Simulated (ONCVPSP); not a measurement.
## Before and after: ONCV potential for argon

Ar, optimised norm-conserving Vanderbilt (ONCV), made with ONCVPSP 4.0.1 (PW91, non-relativistic). Core [Ne], reference 3s2 3p6. Waves: 3s: rc 1.20 bohr, ncon 3, nbas 7, qcut 6.2 1/bohr, 2 projectors, debl 1 Ha; 3p: rc 1.10 bohr, ncon 3, nbas 8, qcut 9 1/bohr, 2 projectors, debl 2.5 Ha; d scattering state at 0.09 Ha: rc 1.25 bohr, ncon 4, nbas 7, qcut 8.3 1/bohr, 1 projector. Local part: polynomial inside 1.05 bohr (lpopt 1, dvloc0 3 Ha). Core correction: none.

All-electron outer shells of the reference configuration (PW91, non-relativistic, ld1.x):

| shell | level (eV) | outermost node (bohr) | outermost maximum (bohr) |
| --- | --- | --- | --- |
| 2s | -294.83 | 0.12 | 0.34 |
| 2p | -230.01 | – | 0.28 |
| 3s | -24.11 | 0.52 | 1.17 |
| 3p | -10.34 | 0.49 | 1.30 |

Change: s: ncon 5, nbas 9.

Cutoffs: the cutoffs (Ha) at which the residual kinetic energy of the hardest occupied pseudo-wave falls to 1 and 0.1 mHa per electron; they do not see the model core or the augmentation charge, which bear on the density cutoff. Errors are all-electron minus pseudo energies relative to the spin-unpolarised reference configuration.

**Question.** Predict the effect on cutoff, ghosts and configuration errors.

**Answer.** The potential gets neither clearly harder nor softer (18 Ha and 54 Ha → 19 Ha and 39 Ha); the errors of the 4 common tests hardly move; neither file shows a bound ghost.

| quantity | base | changed |
| --- | --- | --- |
| cutoff, loose | 18 Ha | 19 Ha |
| cutoff, tight | 54 Ha | 39 Ha |
| loose cutoff by channel | s 18 Ha, p 17 Ha | s 19 Ha, p 17 Ha |
| bound ghosts | none | none |
| GHOST(+) flags under 300 eV | s at 246.7 eV | s at 225.6 eV |
| error for 3s2 3p5, meV [ΔE 16.14 eV] | +0.6 | +0.5 |
| error for 3s2 3p4, meV [ΔE 44.88 eV] | +11 | +11 |
| error for 3s2 3p3, meV [ΔE 87.54 eV] | +52 | +50 |
| error for 3s2 3p2, meV [ΔE 145.26 eV] | +157 | +153 |
| s: phases at 1.22 bohr within 0.05 rad from the reference energy up to (Ha; the scan ends near 5) | to the end of the scan | to the end of the scan |
| p: phases at 1.12 bohr within 0.05 rad from the reference energy up to (Ha; the scan ends near 5) | to the end of the scan | to the end of the scan |
| d: phases at 1.27 bohr within 0.05 rad from the reference energy up to (Ha; the scan ends near 5) | to the end of the scan | to the end of the scan |
